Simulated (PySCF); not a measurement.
## Property card for `O=C(F)C(F)(F)F`

Species: C2F4O.
Atom-mapped SMILES: `[O:1]=[C:2]([F:3])[C:4]([F:5])([F:6])[F:7]`

Some functional groups and rings: CF3 group and C–F bond.

GFN2-xTB geometry:

```
Point group of the GFN2-xTB geometry                  : Cs
Rotational constants A, B, C of the GFN2-xTB geometry : 3.868, 2.432, 2.021 GHz
```

wB97X-D/def2-SVPD ground state and vertical TDDFT (core frozen in the response) (PySCF):

```
Dipole moment                                                     : 0.63 D
HOMO energy                                                       : -12.35 eV
LUMO energy                                                       : -0.22 eV
HOMO–LUMO gap                                                     : 12.13 eV
Lowest singlet excitation                                         : 5.84 eV (212 nm, f = 0.001)
Strongest line among the 8 lowest singlet transitions             : S3 at 9.28 eV (134 nm, f = 0.102)
Lowest triplet excitation (Tamm–Dancoff)                          : 5.25 eV
Static isotropic polarisability                                   : 31.5 au
Electronic spatial extent ⟨r²⟩ about the centre of nuclear charge : 589 bohr²
```

Monoisotopic mass (most abundant isotopes): 115.9885 u.

In wavenumbers S1 is 47100 cm⁻¹ (1 eV = 8065.54 cm⁻¹). The rotational constants make it an asymmetric top with κ = (2B − A − C)/(A − C) = -0.56, nearer the prolate limit (−1). No computed singlet falls in the visible range (750 to 380 nm, 1.65 to 3.26 eV); S1 lies 2.58 eV above its blue end. The largest Löwdin shares of the HOMO are 0.61 on O1, 0.11 on C2, 0.09 on F3 and 0.07 on C4.

Isolated species at its GFN2-xTB geometry, gas phase.

The values belong to the conformer `[O:1]=[C:2]([F:3])[C:4]([F:5])([F:6])[F:7]`: O1–C2–C4–F5 -121°.
